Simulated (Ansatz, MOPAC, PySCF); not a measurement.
Complex: HF (SMILES F) (first 2 atoms) with PH3 (SMILES P); geometry from B3LYP-D3(BJ)/def2-TZVP, rigid monomers moved along the line of their centres of mass till H2···P3 is 2.06 Å.
(charge 0, multiplicity 1):
```
atom    x (Å)    y (Å)    z (Å)
----  -------  -------  -------
F     -1.4437  -0.2289  -0.2438
H     -0.9465  -0.0506   0.5332
P      0.1433   0.3421   2.2376
H     -0.1741  -0.2759   3.4683
H      1.5288   0.0706   2.3001
H      0.2358   1.6517   2.7609
```

Counterpoise-corrected where a basis set is named; no monomer relaxation.

The state that AM1 reach isn't checked.

Run with Ansatz (a quantum-chemistry and plane-wave program) with Gaussian orbitals; MOPAC for AM1 (differences of heats of formation); PySCF for the dispersion terms. 

One of these levels gives -178.0 meV for the interaction energy. Which?
A) HF/aug-cc-pV(D+d)Z
B) r2SCAN-D3(BJ)/def2-TZVPPD
C) AM1
D) wB97M-V/def2-TZVPPD

D, wB97M-V/def2-TZVPPD. The others give 368.8 (AM1), -46.5 (HF/aug-cc-pV(D+d)Z), -235.4 (r2SCAN-D3(BJ)/def2-TZVPPD)
